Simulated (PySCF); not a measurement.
**Circular dichroism and optical rotation of `InChI=1S/C5H8O2S/c1-8(6)7-5-3-2-4(3)5/h3-5H,2H2,1H3/t3-,4+,5+,8-/m0/s1`**

Computed with TDDFT B3LYP/6-31+G* circular dichroism and optical rotation, one conformer, gas phase (PySCF). Geometry: GFN2-xTB.

Input:
```
{"job": {"kind": "ecd", "xc": "B3LYP", "basis": "6-31+G*", "nstates": 2, "origin_shift": [1, 0, 0], "frozen_core": true, "scf": {"conv": 1e-08}}, "charge": 0, "multiplicity": 1}
C      3.138942     0.397828     0.247639
S      1.840008    -0.785385    -0.302004
O      1.795331    -1.824596     0.705492
O      0.620809     0.333307     0.036892
C     -0.656933    -0.195164     0.174235
C     -1.792317     0.772832     0.151012
C     -2.847655    -0.226568    -0.197365
C     -1.589332    -0.152985    -1.000591
H      3.001217     0.589679     1.305078
H      4.109894    -0.051990     0.069105
H      3.031505     1.310230    -0.325802
H     -0.684455    -1.052027     0.848819
H     -1.810151     1.834027     0.264028
H     -3.003022    -1.077497     0.456412
H     -3.754477     0.148443    -0.652098
H     -1.406963    -0.011191    -2.043475
```
Coordinates are in Å.

Command: `OMP_NUM_THREADS=1 python excited_run.py task.json out`

Problem. What does the run print?

Solution. H and L stand for HOMO and LUMO.
```
final grid: 133184 points
cycle   1  E = -743.6392711414  dE =  1.720e+00  |g| = 9.968e-01  |ddm| = 5.056e+00
cycle   2  E = -742.8878107820  dE =  7.515e-01  |g| = 2.134e+00  |ddm| = 8.768e+00
cycle   3  E = -743.8061886921  dE = -9.184e-01  |g| = 4.136e-01  |ddm| = 6.986e+00
cycle   4  E = -743.8395842851  dE = -3.340e-02  |g| = 1.437e-01  |ddm| = 1.105e+00
cycle   5  E = -743.8427844989  dE = -3.200e-03  |g| = 5.922e-02  |ddm| = 3.410e-01
cycle   6  E = -743.8435751439  dE = -7.906e-04  |g| = 9.634e-03  |ddm| = 1.580e-01
cycle   7  E = -743.8435979483  dE = -2.280e-05  |g| = 1.948e-03  |ddm| = 2.693e-02
cycle   8  E = -743.8435988293  dE = -8.810e-07  |g| = 6.297e-04  |ddm| = 7.044e-03
cycle   9  E = -743.8435989259  dE = -9.658e-08  |g| = 1.652e-04  |ddm| = 2.136e-03
cycle  10  E = -743.8435989323  dE = -6.380e-09  |g| = 5.339e-05  |ddm| = 4.701e-04
converged SCF energy = -743.8435989323

Singlet excitations and rotatory strengths (1e-40 esu^2 cm^2)
state   eV       nm     f(len)   f(vel)    R(len)    R(vel)   main configurations
  1   5.2905   234.4  0.06549  0.07006    -8.112    -9.090   H->L 0.94
  2   5.8742   211.1  0.00257  0.00270     0.202     1.369   H-1->L 0.96

Specific rotation (deg / (dm g/mL))
    nm     length   length(OI)   velocity    alpha(len)  alpha(vel)
  633.0    -407.49    -409.10    -412.24       85.442     81.461
  589.3    -479.17    -481.24    -484.55       85.843     81.859
  546.0    -571.66    -574.39    -577.79       86.350     82.363
  436.0    -991.65    -998.19   -1000.43       88.526     84.526
  405.0   -1204.82   -1213.69   -1214.60       89.562     85.557
  365.0   -1614.19   -1628.11   -1625.61       91.448     87.439
  355.0   -1753.37   -1769.14   -1765.32       92.062     88.053
```

The molecule is flexible and this is one conformer; a measurement averages over conformers.

The gauge origin or the origin of the moments was moved on purpose, so origin-dependent values are not properties of the molecule.

It took 36 s wall time on 1 thread of an Arm Neoverse V1, shared host, peak memory 0.79 GiB.
